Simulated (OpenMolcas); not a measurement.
An atom or ion with 48 electrons was computed by XMS-CASPT2, IPEA 0.25 Eh, imaginary shift 0.1 Eh with spin-orbit coupling (OpenMolcas, ANO-RCC-VTZP, DKH2). The lowest levels that the run gave, each within 12 % of the measured value where one is at hand:

```json
{"J": "0", "Parity": "even", "E (cm-1)": "0.0", "g": ""}
{"J": "0", "Parity": "odd", "E (cm-1)": "97670", "g": ""}
{"J": "1", "Parity": "odd", "E (cm-1)": "101620", "g": "1.485"}
{"J": "2", "Parity": "odd", "E (cm-1)": "113390", "g": "1.501"}
{"J": "1", "Parity": "odd", "E (cm-1)": "141410", "g": "1.016"}
{"J": "0", "Parity": "even", "E (cm-1)": "226150", "g": ""}
{"J": "2", "Parity": "even", "E (cm-1)": "232540", "g": "1.115"}
{"J": "1", "Parity": "even", "E (cm-1)": "235560", "g": "1.501"}
{"J": "2", "Parity": "even", "E (cm-1)": "249690", "g": "1.386"}
{"J": "0", "Parity": "even", "E (cm-1)": "276310", "g": ""}
```

**Question.** Which ion is it, and what are the configurations and terms?

**Answer.** Xe6+ (Z = 54, charge +6; active space 2 electrons in 8 orbitals (5s 5p 6s 6p)). J, parity and g give the terms where levels are pure, and mixed ones are named by the computed weights; the size of the splittings, set against known spectra of the 48-electron sequence, gives the charge. In order, with the measured energies in cm-1 (Saloman, J. Phys. Chem. Ref. Data 33, 765 (2004)): 5s2 1S0, 5s 5p 3P* 0 (96141), 5s 5p 3P* 1 (100451), 5s 5p 3P* 2 (113676), 5s 5p 1P* 1 (143259), 5p2 3P0 (223673), 5p2 1D2 (236100), 5p2 3P1 (234685), 5p2 3P2 (251853), 5p2 1S0 (273208).

CASPT2 breaks the degeneracy within a term, and the mean is taken; among the terms shown or strongly mixed into the levels shown the widest spread is 340 cm-1 (5p2 1D). Over all roots computed the reference weight is 0.81 to 0.96; the roots of lowest weight are the least certain, and an intruder state may touch them. Active for correlation alone: 6p 6s; no level in the range computed is led by a configuration that fills them, so any true level of that kind is missing. The ¹D term of p² mixes with s d, which this space lacks. Computed and measured levels are paired by configuration, term and J; levels that our copy of the source lacks, or whose pairing is in doubt (as where it misses far off the trend of its configuration), stay unpaired and out of the deviations. Levels of configurations outside the active space are missing.

* marks odd parity.
